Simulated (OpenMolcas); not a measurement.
# GeSiH5 (SMILES [SiH2][GeH3]): the vertical energy of the quartet above the doublet, rung by rung

The species is GeSiH5 (7 atoms), meant as a doublet with charge 0. As SMILES, `[SiH2][GeH3]`. Geometry: relaxed at PBE0-D4/def2-TZVP.

Each level gives the vertical energy of the quartet above the doublet (eV). The values are calculated.

```csv
level,kind,program,value (eV),CPU time (all runs)
UHF/aug-cc-pVDZ,Hartree–Fock,OpenMolcas,6.84,46 s
UBLYP/aug-cc-pVDZ,GGA,OpenMolcas,6.26,2.4 min
UPBE/aug-cc-pVDZ,GGA,OpenMolcas,6.23,2.7 min
U-r2SCAN/aug-cc-pVDZ,meta-GGA,OpenMolcas,6.48,3.5 min
UTPSS/aug-cc-pVDZ,meta-GGA,OpenMolcas,6.46,3.9 min
UB3LYP/aug-cc-pVDZ,global hybrid,OpenMolcas,6.51,2.7 min
UM06-2X/aug-cc-pVDZ,hybrid meta-GGA,OpenMolcas,6.69,4.4 min
UPBE0/aug-cc-pVDZ,global hybrid,OpenMolcas,6.53,2.7 min
```

All-electron rows without a relativistic Hamiltonian named are non-relativistic. The values span 6.23 to 6.84 eV. The upper state's dipole differs much between rows, so they may not all be the same state. CPU times are rough (shared hosts, several kinds of processor and program).
